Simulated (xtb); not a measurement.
C$_{6}$H$_{14}$B, charge +2, quartet, at the geometry of the source list (a state made from the parent by changing its charge; the spin is typed, not shown lowest); GFN2-xTB run with xtb.

The xtb input:
```
$ xtb mol.xyz --gfn 2 --chrg 2 --uhf 3 --json

# file mol.xyz
21

C     -1.15650000     1.72740000     0.33810000
C     -1.16410000     1.34330000    -0.96890000
B      0.07770000     0.20820000    -0.11650000
C     -0.43050000    -1.16540000     0.36340000
C     -1.90980000    -1.55100000     0.26410000
C      1.54000000     0.64170000    -0.36040000
C      2.63050000    -0.28080000     0.20100000
H     -0.56190000     2.56210000     0.68120000
H     -1.83810000     1.30390000     1.06240000
H     -0.62500000     1.91100000    -1.71430000
H     -1.90660000     0.65070000    -1.34340000
H      0.16300000    -1.96140000    -0.10250000
H     -0.13240000    -1.24440000     1.42240000
H     -2.21090000    -1.64960000    -0.77680000
H     -2.07500000    -2.51360000     0.74140000
H     -2.56120000    -0.82790000     0.74810000
H      1.70730000     0.70570000    -1.44610000
H      1.73500000     1.66410000    -0.01920000
H      3.61380000     0.11140000    -0.03870000
H      2.54880000    -0.35590000     1.27990000
H      2.55560000    -1.27930000    -0.21540000
```

The log (banner, timings and long lists left out):

```
   ID    Z sym.   atoms
    1    6 C      1, 2, 4-7
    2    5 B      3
    3    1 H      8-21

           -------------------------------------------------
          |                Calculation Setup                |
           -------------------------------------------------

molecular fragmentation (1/2 indicates fragments):
111112211111111122222
# atoms in fragment 1/2:    14     7
 fragment masses (1/2) :       67.93       29.06
CMA distance (Bohr)    :   5.923
constraining FC (au)   :  0.0500

           -------------------------------------------------
          |                 G F N 2 - x T B                 |
           -------------------------------------------------

          ...................................................
          :                      SETUP                      :
          :.................................................:
          :  # basis functions                  42          :
          :  # atomic orbitals                  42          :
          :  # shells                           28          :
          :  # electrons                        39          :
          :  max. iterations                   250          :
          :  Hamiltonian                  GFN2-xTB          :
          :  restarted?                      false          :
          :  GBSA solvation                  false          :
          :  PC potential                    false          :
          :  electronic temp.          300.0000000     K    :
          :  accuracy                    1.0000000          :
          :  -> integral cutoff          0.2500000E+02      :
          :  -> integral neglect         0.1000000E-07      :
          :  -> SCF convergence          0.1000000E-05 Eh   :
          :  -> wf. convergence          0.1000000E-03 e    :
          :  Broyden damping             0.4000000          :
          :  net charge                          2          :
          :  unpaired electrons                  3          :
          ...................................................

 iter      E             dE          RMSdq      gap      omega  full diag
   1    -19.9597841 -0.199598E+02  0.412E+00    4.38       0.0  T
   2    -19.6297707  0.330013E+00  0.558E+00    5.03       1.0  T
   3    -20.0565308 -0.426760E+00  0.315E+00    4.02       1.0  T
   4    -20.0285979  0.279329E-01  0.300E+00    4.13       1.0  T
   5    -19.9033109  0.125287E+00  0.293E+00    4.18       1.0  T
[...]
         :: total energy             -19.938235282145 Eh    ::
[...]
     1   6 C    3.738 --     2 C    1.290     9 H    0.893     8 H    0.886
                             3 B    0.542
     2   6 C    3.780 --     1 C    1.290    11 H    0.892    10 H    0.884
                             3 B    0.609
     3   5 B    3.252 --     4 C    0.899     6 C    0.896     2 C    0.609
                             1 C    0.542
     4   6 C    3.910 --     5 C    1.095     3 B    0.899    12 H    0.883
                            13 H    0.860
     5   6 C    3.884 --     4 C    1.095    16 H    0.914    14 H    0.909
                            15 H    0.794
     6   6 C    3.873 --     7 C    1.099     3 B    0.896    18 H    0.860
                            17 H    0.858
     7   6 C    3.874 --     6 C    1.099    21 H    0.911    20 H    0.896
                            19 H    0.796
     8   1 H    0.921 --     1 C    0.886
     9   1 H    0.930 --     1 C    0.893
    10   1 H    0.922 --     2 C    0.884
    11   1 H    0.933 --     2 C    0.892
    12   1 H    0.960 --     4 C    0.883
    13   1 H    0.956 --     4 C    0.860
    14   1 H    0.950 --     5 C    0.909
    15   1 H    0.916 --     5 C    0.794
    16   1 H    0.964 --     5 C    0.914
    17   1 H    0.943 --     6 C    0.858
    18   1 H    0.956 --     6 C    0.860
    19   1 H    0.884 --     7 C    0.796
    20   1 H    0.943 --     7 C    0.896
    21   1 H    0.972 --     7 C    0.911
 ---------------------------------------------------------------------------

Topologies differ in total number of bonds
Writing topology from bond orders to xtbtopo.mol

molecular dipole:
                 x           y           z       tot (Debye)
 q only:        0.362      -0.123       0.037
   full:        0.341      -0.023       0.080       0.892
molecular quadrupole (traceless):
                xx          xy          yy          xz          yz          zz
 q only:       16.204       4.974      -1.025      -0.869      -4.201     -15.179
  q+dip:       15.683       6.539       0.026      -1.800      -4.649     -15.709
   full:       16.007       5.619      -0.096      -1.502      -4.744     -15.911

           -------------------------------------------------
          | TOTAL ENERGY              -19.938235282145 Eh   |
          | GRADIENT NORM               0.146593906710 Eh/α |
          | HOMO-LUMO GAP               4.004909417598 eV   |
           -------------------------------------------------

normal termination of xtb
```
